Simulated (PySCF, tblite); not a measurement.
Isomers of C5H11ClO2Si, one GFN2-xTB conformer each. Single-point energies are computed at PBE0/pcSseg-1 (PySCF, gas phase, no added dispersion term), electronic only.

Task: Rank them by PBE0/pcSseg-1 energy, lowest first (kcal/mol).
A. `[CH3:1][O:2][C@@H:3]1[CH2:4][C@:5]1([Cl:6])[CH2:7][O:8][SiH3:9]` with C1–O2–C3–C4 -83°, C4–C5–C7–O8 64°, C5–C7–O8–Si9 56°
B. `[CH3:1][O:2][C@@H:3]([CH3:4])[Si@H:5]([Cl:6])[C:7]([CH3:8])=[O:9]` with C1–O2–C3–C4 77°, O2–C3–Si5–Cl6 64°, C3–Si5–C7–C8 81°
C. `[CH3:1][O:2][C:3](=[O:4])[CH2:5][C@:6]([CH3:7])([SiH3:8])[Cl:9]` with C1–O2–C3–O4 1°, O2–C3–C5–C6 141°, C3–C5–C6–C7 175°
D. `[CH3:1][C@H:2]([Cl:3])/[C:4](=[CH:5]\[O:6][SiH3:7])[CH2:8][OH:9]` with C1–C2–C4–C5 -127°, C4–C5–O6–Si7 -179°, C2–C4–C8–O9 161°, C4–C8–O9–H -63°

Result: B (0.0), C (12.1), D (20.8), A (38.6).

As drawn, the lowest has a C=O bond and an Si–C bond, which the highest lacks; the highest has a three-membered ring and an Si–O bond, which the lowest lacks. GFN2-xTB itself gives, in the same order: 19.4, 10.2, 0.0, 5.0. GFN2-xTB puts C[C@H](Cl)/C(=C\O[SiH3])CO lowest instead; measured from each level's own lowest isomer, the values differ by up to 33.6 kcal/mol (CO[C@@H]1C[C@]1(Cl)CO[SiH3]: 5.0 against 38.6).

Task: Which frontier levels, dipoles and rotational constants go with these structures?

Result: 
```
                     SMILES  HOMO (eV, PBE0/pcSseg-1)  LUMO (eV)  dipole (D)       A, B, C (MHz)
CO[C@@H](C)[Si@H](Cl)C(C)=O                     -6.78      -1.14        3.11  1178, 937.2, 741.1
  COC(=O)C[C@](C)([SiH3])Cl                     -7.85      -0.15        3.07  1757, 805.4, 711.5
 C[C@H](Cl)/C(=C\O[SiH3])CO                     -6.77      -0.12        2.13  1347, 653.8, 527.1
CO[C@@H]1C[C@]1(Cl)CO[SiH3]                     -7.59       0.56        2.66  2000, 686.2, 574.0
```

Task: What happens when harmonic zero-point energies from GFN2-xTB frequencies are added?

Result: 
```
                     SMILES  ZPE (kcal/mol)  electronic (kcal/mol)  with ZPE (kcal/mol)
CO[C@@H](C)[Si@H](Cl)C(C)=O            95.1                    0.0                  0.0
  COC(=O)C[C@](C)([SiH3])Cl            93.1                   12.1                 10.2
 C[C@H](Cl)/C(=C\O[SiH3])CO            92.8                   20.8                 18.5
CO[C@@H]1C[C@]1(Cl)CO[SiH3]            93.0                   38.6                 36.5
```

The zero-point energies span 2.3 kcal/mol. The order is unchanged.
